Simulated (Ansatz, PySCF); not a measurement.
ethenyl(ethynyl)silane (C4H6Si), SMILES C(=C)[SiH2]C#C. Atoms are numbered in the order given.

```xyz
11

C      2.4748     0.4697     1.1968
C      1.5668     0.2520     0.4095
Si     0.1826    -0.0853    -0.7500
C     -1.3476    -0.6007     0.1894
C     -2.5172     0.0516     0.1038
H      3.2763     0.6635     1.8876
H     -0.1211     1.1475    -1.5347
H      0.6273    -1.1663    -1.6809
H     -1.2903    -1.4836     0.8425
H     -2.6388     0.9422    -0.5255
H     -3.4065    -0.2722     0.6582
```
Charge 0, spin multiplicity 1.

Coordinates come from a r2SCAN-D4/def2-SVP optimisation. Other conformers were not sampled.

Two levels are set side by side: PBE-D3(BJ)/def2-SVP (Ansatz, a quantum-chemistry and plane-wave program) and r2SCAN-D4/def2-SVP (Ansatz). Each level has its own optimised geometry; the coordinates shown are those of the second. Frequencies come from the Hessian of PySCF at each geometry. Differences are taken from unrounded values.

```tsv
quantity	r2SCAN-D4	PBE-D3(BJ)	PBE-D3(BJ) minus r2SCAN-D4
mean bond length (Å)	1.362	1.370	0.008
bond C1–C2 (Å)	1.221	1.229	0.008
bond C2–Si3 (Å)	1.837	1.842	0.005
bond Si3–C4 (Å)	1.868	1.876	0.008
bond C4–C5 (Å)	1.342	1.348	0.006
bond C1–H6 (Å)	1.076	1.082	0.007
bond Si3–H7 (Å)	1.493	1.504	0.011
bond Si3–H8 (Å)	1.494	1.505	0.011
bond C4–H9 (Å)	1.100	1.106	0.006
bond C5–H10 (Å)	1.097	1.104	0.007
bond C5–H11 (Å)	1.097	1.104	0.007
highest harmonic wavenumber (cm⁻¹)	3459	3390	-69
mean harmonic wavenumber (cm⁻¹)	1270	1238	-32
zero-point energy (kcal/mol)	49.02	47.79	-1.23
```
